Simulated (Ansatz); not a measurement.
The cluster TiSi2, relaxed as a quintet with UKS PBE0-D4/def2-TZVP in Ansatz, starting from the PBE0-D4/def2-TZVP geometry of the neutral singlet. Force threshold 0.02 eV/Å.

The relaxation made no stability test and no search for a lower SCF solution. At PBE0-D4/def2-TZVP a triplet of charge 0 lies 0.84 eV below the quintet, each at its own geometry. The structure comes from a short search, and lower isomers may exist.

Start:

```xyz
3

Ti    0.9965   -0.5314    0.7424
Si   -1.2341   -0.4546    0.1008
Si    0.2376    0.9860   -0.8432
```

```csv
step,energy (eV),largest force component (eV/Å),SCF passes
1,-38854.2282,1.071,32
2,-38854.2898,0.787,41
3,-38854.4285,0.857,43
4,-38854.4607,0.490,32
5,-38854.4771,0.188,36
6,-38854.4799,0.014,32
```

Force components are those of the run's own axes.

End:

```tsv
atom	x (Å)	y (Å)	z (Å)
Ti1	1.1426	-0.6094	0.8513
Si2	-1.2691	-0.3784	0.0220
Si3	0.1266	0.9878	-0.8733
```

By distances, no bond broke or formed. The bond that changes most is Ti1–Si2, from 2.32 to 2.56 Å (atoms count from 1).

No frequencies were taken in this run, so the end may be a saddle point.

Run time 11 s (4 threads of Intel Xeon 6975P-C on a shared host).
